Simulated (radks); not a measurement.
The numbers below are computed, except where a source is named.
Q: These are the eigenvalues of the occupied orbitals of an atom or ion with whole-number occupations (hartree). Level of theory: Dirac Kohn-Sham, PBE, spin-unpolarised, spherical densities, finite nucleus; Fermi nuclear charge, rms radius of each element as measured or else 0.836 A^(1/3) + 0.57 fm (a radial shooting solver on a logarithmic mesh with Libxc functionals).

1s1/2: -1903.618
2s1/2: -315.5433
2p1/2: -299.8902
2p3/2: -272.4540
3s1/2: -70.11392
3p1/2: -63.30285
3p3/2: -57.63884
3d3/2: -45.89905
3d5/2: -44.66331
4s1/2: -14.01971
4p1/2: -11.35035
4p3/2: -10.08977
4d3/2: -5.69341
4d5/2: -5.46574
5s1/2: -1.91182
5p1/2: -1.19579
5p3/2: -1.03488
4f5/2: -0.29521
4f7/2: -0.26634
6s1/2: -0.25601
5f5/2: -0.01574
5f7/2: -0.01574

Which element is it, and in what charge state? The configuration may be excited. Open shells, if any, are shared by 2j + 1.

A: Z = 65, terbium, charge 0: Tb in [Xe] 4f9 6s1 5f1. The list shows which subshells hold electrons but not how many an open one holds; the 1s level, -1903.6 hartree, gives Z - s = 61.7 by -(Z - s)^2/2, which with screening and relativity narrows Z to a few neighbours, and the depths of the outer levels then fix element, charge and occupations together.
